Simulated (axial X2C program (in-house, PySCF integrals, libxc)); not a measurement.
# Estimating the spin–orbit splitting of the π levels of SeF⁻

All values were computed with an in-house relativistic program for diatomic molecules. Spin-free means the one-electron spin-free X2C Hamiltonian; two-component (2c) means X2C with spin–orbit coupling and atomic mean-field two-electron Coulomb and Gaunt terms, so the difference of the two also holds small scalar two-electron terms. Basis: Se dyall-acv3z [9s10p7d5f1g], F dyall-av3z [7s6p3d2f] (cores contracted in-house); Gaussian nuclei, density fitting, unrestricted open shells. Masses: Se 79.917 u, F 18.998 u.

Hartree–Fock at 1.848 Å, closed shell. Valence p splittings ε(p3/2) − ε(p1/2) of spherical Dirac–Hartree–Fock atoms with fractionally filled p shells: Se 4p 0.400 eV, F 2p 0.072 eV.

| filled π level (eV), spin-free | F p share | Se p share |
| --- | --- | --- |
| -10.88 | 0.92 | 0.04 |
| -2.81 | 0.06 | 0.89 |

(1) In first order a p shell splits by 3ζ/2 and a π orbital by ζ. Estimate the splitting of each π level from the shares.

The two-component Hartree–Fock calculation gives:

```json
{"ε(ω = 1/2) (eV)": "-10.899", "σ share of it": "0.00", "ε(ω = 3/2) (eV)": "-10.846", "splitting (eV)": "0.05", "estimate (eV)": "0.05"}
{"ε(ω = 1/2) (eV)": "-2.955", "σ share of it": "0.00", "ε(ω = 3/2) (eV)": "-2.660", "splitting (eV)": "0.30", "estimate (eV)": "0.24"}
```

The estimate leaves out the mixing of π1/2 with σ1/2 levels, which pushes the ω = 1/2 spinor up or down, the d and f parts of the orbital, small shares of the strongly split outer-core p shell of a metal, the Gaunt term (absent from the atomic values), and the change of the atomic p orbitals with charge; Löwdin shares depend on the basis.

Results:

(1) level -10.88 eV: (2/3) × (0.92 × 0.072 + 0.04 × 0.400) = 0.05 eV; level -2.81 eV: (2/3) × (0.06 × 0.072 + 0.89 × 0.400) = 0.24 eV.
